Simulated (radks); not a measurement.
Task: All-electron atom: Al IV in [Ne] (the NIST ground configuration). Calculated with a radial shooting solver on a logarithmic mesh with Libxc functionals: Dirac Kohn-Sham, PBE, spin-unpolarised, spherical densities, finite nucleus; Fermi nuclear charge, rms radius 3.061 fm. Some entries of the table are withheld. Estimate them.

orbital  occ.  eigenvalue (eV)  r(max) (bohr)
1s1/2       2              (1)            (2)
2s1/2       2              (3)            (4)
2p1/2       2              (5)         0.4263
2p3/2       4              (6)         0.4279

Result: 
(1) 1s1/2 eigenvalue (eV): -1546.665
(2) 1s1/2 r(max) (bohr): 0.07835
(3) 2s1/2 eigenvalue (eV): -142.6348
(4) 2s1/2 r(max) (bohr): 0.4958
(5) 2p1/2 eigenvalue (eV): -104.4267
(6) 2p3/2 eigenvalue (eV): -103.9795
